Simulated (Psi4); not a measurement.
CH₂N, charge +1, singlet, at a GFN2-xTB geometry; PBE0/aug-cc-pVDZ in Psi4.

The Psi4 input:
```
memory 2 GB

molecule {
1 1
  C    -0.00000000   -0.00000000   -0.60033760
  N     0.00000000    0.00000000    0.53266898
  H    -0.00000000   -0.00000000   -1.67489223
  H     0.00000000    0.00000000    1.54823496
}

set basis aug-cc-pvdz

energy('pbe0')
print_variables()
```

Q: What does Psi4 print? Leave out banner, timings and long lists.

A: 
```
   => Loading Basis Set <=

    Name: AUG-CC-PVDZ
    Role: ORBITAL
    Keyword: BASIS

         ---------------------------------------------------------
                                   SCF
               by Justin Turney, Rob Parrish, Andy Simmonett
                          and Daniel G. A. Smith
                              RKS Reference
         ---------------------------------------------------------

  ==> Geometry <==

    Molecular point group: c2v
    Full point group: C_inf_v

    Geometry (in Angstrom), charge = 1, multiplicity = 1:

       Center              X                  Y                   Z               Mass
    ------------   -----------------  -----------------  -----------------  -----------------
         C            0.000000000000     0.000000000000    -0.604881118087    12.000000000000
         N            0.000000000000     0.000000000000     0.528125461913    14.003074004430
         H            0.000000000000     0.000000000000    -1.679435748087     1.007825032230
         H            0.000000000000     0.000000000000     1.543691441913     1.007825032230

  Running in c2v symmetry.

  Rotational constants: A = ************  B =      1.24498  C =      1.24498 [cm^-1]
  Rotational constants: A = ************  B =  37323.60090  C =  37323.60090 [MHz]
  Nuclear repulsion =   29.538490618796082

  Charge       = 1
  Multiplicity = 1
  Electrons    = 14
  Nalpha       = 7
  Nbeta        = 7

  ==> Algorithm <==

  SCF Algorithm Type is DF.
  DIIS enabled.
  MOM disabled.
  Fractional occupation disabled.
  Guess Type is SAD.
  Energy threshold   = 1.00e-06
  Density threshold  = 1.00e-06
  Integral threshold = 1.00e-12

  ==> Primary Basis <==

  Basis Set: AUG-CC-PVDZ
    Blend: AUG-CC-PVDZ
    Number of shells: 28
    Number of basis functions: 64
    Number of Cartesian functions: 68
    Spherical Harmonics?: true
    Max angular momentum: 2

  ==> DFT Potential <==

   => LibXC <=

    Version 7.1.2
    S. Lehtola, C. Steigemann, M. J. T. Oliveira, and M. A. L. Marques,  SoftwareX 7, 1–5 (2018) (10.1016/j.softx.2017.11.002)

   => Composite Functional: PBE0 <=

    PBE0 Hyb-GGA Exchange-Correlation Functional

    C. Adamo and V. Barone,  J. Chem. Phys. 110, 6158 (1999) (10.1063/1.478522)
    M. Ernzerhof and G. E. Scuseria,  J. Chem. Phys. 110, 5029 (1999) (10.1063/1.478401)

    Deriv               =              1
    GGA                 =           TRUE
    Meta                =          FALSE

    Exchange Hybrid     =           TRUE
    MP2 Hybrid          =          FALSE

   => Exchange Functionals <=

    0.7500   Perdew, Burke & Ernzerhof

   => Exact (HF) Exchange <=

    0.2500               HF

   => Correlation Functionals <=

    1.0000   Perdew, Burke & Ernzerhof

   => LibXC Density Thresholds  <==

    XC_HYB_GGA_XC_PBEH:  1.00E-15

   => Molecular Quadrature <=

    Radial Scheme          =       TREUTLER
    Pruning Scheme         =           NONE
    Nuclear Scheme         =       TREUTLER

    Blocking Scheme        =         OCTREE
    BS radius alpha        =              1
    Pruning alpha          =              1
    Radial Points          =             75
    Spherical Points       =            302
    Total Points           =          88420
    Total Blocks           =            691
    Max Points             =            256
    Max Functions          =             64
    Weights Tolerance      =       1.00E-15

   => Loading Basis Set <=

    Name: (AUG-CC-PVDZ AUX)
    Role: JKFIT
    Keyword: DF_BASIS_SCF

  ==> Integral Setup <==

  SCF_SUBTYPE=INCORE selected. In-core MEM_DF algorithm will be used.
  Using in-core AOs.

  ==> MemDFJK: Density-Fitted J/K Matrices <==

    J tasked:                   Yes
    K tasked:                   Yes
    wK tasked:                   No
    Algorithm:                 Core
    Schwarz Cutoff:           1E-12
    Mask sparsity (%):       0.0000
    Fitting Condition:        1E-10

   => Auxiliary Basis Set <=

  Basis Set: (AUG-CC-PVDZ AUX)
    Blend: AUG-CC-PVDZ-JKFIT
    Number of shells: 80
    Number of basis functions: 236
    Number of Cartesian functions: 272
    Spherical Harmonics?: true
    Max angular momentum: 3

  Minimum eigenvalue in the overlap matrix is 3.8730233666E-04.
  Reciprocal condition number of the overlap matrix is 5.9393158617E-05.
    Using symmetric orthogonalization.

  ==> Pre-Iterations <==

  SCF Guess: Superposition of Atomic Densities via on-the-fly atomic UHF (no occupation information).

   -------------------------
    Irrep   Nso     Nmo
   -------------------------
     A1        32      32
     A2         4       4
     B1        14      14
     B2        14      14
   -------------------------
    Total      64      64
   -------------------------

  ==> Iterations <==

                           Total Energy        Delta E     RMS |[F,P]|

   @DF-RKS iter SAD:   -93.39736191535663   -9.33974e+01   0.00000e+00
   @DF-RKS iter   1:   -93.53230274127229   -1.34941e-01   1.08944e-02 DIIS/ADIIS
   @DF-RKS iter   2:   -93.45223671851157    8.00660e-02   1.53428e-02 DIIS/ADIIS
   @DF-RKS iter   3:   -93.58780173807629   -1.35565e-01   4.25555e-03 DIIS/ADIIS
   @DF-RKS iter   4:   -93.60032626256567   -1.25245e-02   4.14270e-04 DIIS/ADIIS
   @DF-RKS iter   5:   -93.60044075523533   -1.14493e-04   4.59947e-05 DIIS
   @DF-RKS iter   6:   -93.60044227371614   -1.51848e-06   4.10593e-06 DIIS
   @DF-RKS iter   7:   -93.60044228309475   -9.37861e-09   2.91526e-07 DIIS
  Energy and wave function converged.

  ==> Post-Iterations <==

   Electrons on quadrature grid:
      Ntotal   =   13.9999999243 ; deviation = -7.572e-08

    Orbital Energies [Eh]
    ---------------------

    Doubly Occupied:

[...]
       1B1    -0.721493

    Virtual:

[...]
    Final Occupation by Irrep:
             A1    A2    B1    B2
    DOCC [     5,    0,    1,    1 ]
    NA   [     5,    0,    1,    1 ]
    NB   [     5,    0,    1,    1 ]

  @DF-RKS Final Energy:   -93.60044228309475

   => Energetics <=

    Nuclear Repulsion Energy =             29.5384906187960823
    One-Electron Energy =                -179.3089603874716715
    Two-Electron Energy =                  65.7248239659568583
    DFT Exchange-Correlation Energy =      -9.5547964803760230
    Empirical Dispersion Energy =           0.0000000000000000
    VV10 Nonlocal Energy =                  0.0000000000000000
    Total Energy =                        -93.6004422830947505

Computation Completed

Properties will be evaluated at   0.000000,   0.000000,   0.000000 [a0]

Properties computed using the SCF density matrix

 Multipole Moments:

 ------------------------------------------------------------------------------------
     Multipole            Electronic (a.u.)      Nuclear  (a.u.)        Total (a.u.)
 ------------------------------------------------------------------------------------

 L = 1.  Multiply by 2.5417464519 to convert [e a0] to [Debye]
 Dipole X            :          0.0000000            0.0000000            0.0000000
 Dipole Y            :          0.0000000            0.0000000            0.0000000
 Dipole Z            :         -0.0015644           -0.1287901           -0.1303545
 Magnitude           :                                                    0.1303545

 ------------------------------------------------------------------------------------

  Variable Map:
  ----------------------------------------------------------------------------
[...]
  Array Variable Map:
  ----------------------------------------------------------------------------
[...]
[...]
```
